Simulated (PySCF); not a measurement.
C₂H₇GaO.
Cartesian coordinates in Å at the PBE0-D3(BJ)/def2-SVP level; atoms count from 1:
```
atom  x, y, z in Å
C1    -2.164   -0.405    0.255
O2    -0.791   -0.567    0.421
Ga3    0.476    0.569   -0.131
C4     2.296   -0.004    0.278
H5    -2.578   -1.199   -0.396
H6    -2.683   -0.482    1.228
H7    -2.446    0.569   -0.194
H8    -0.060    1.863   -0.844
H9     2.324   -1.091    0.442
H10    2.643    0.491    1.200
H11    2.996    0.262   -0.527
```

Computed with PBE0-D3(BJ)/def2-SVP geometry optimisation, gas phase in PySCF.

(1) Which atoms are bound to Ga3, and at what distances?

(2) List the angles at Ga3.

(3) What is the shape at Ga3?

(4) What are the other bond lengths?

(5) Give some angles away from the centre.

(6) What are the rotational constants (commonest isotopes, rigid rotor)?

## Answers

(1) 3 atoms: H8 1.571 Å, O2 1.789 Å, C4 1.952 Å. The nearest atom not counted as bound is H10, at 2.54 Å (others tie with it).

(2) 
```csv
angle,degrees,distance of the outer atoms (Å)
C4–Ga3–H8,130.9,3.21
O2–Ga3–H8,114.9,2.83
O2–Ga3–C4,114.2,3.14
```

(3) Planar: angles 130.9°, 114.9° and 114.2°, sum 360.0°, 0.01 Å off the plane of its three neighbours.

(4) C1–O2 1.392 Å; C1–H5, C1–H6, C1–H7 1.107 Å; C4–H9, C4–H10, C4–H11 1.100 Å.

(5) C1–O2–Ga3 126.0°.

(6) A = 15441, B = 2611, C = 2298 MHz: a near-prolate asymmetric top.

Charge 0, singlet. PBE0-D3(BJ)/def2-SVP frequencies: not computed here.

One conformer stands for the species.
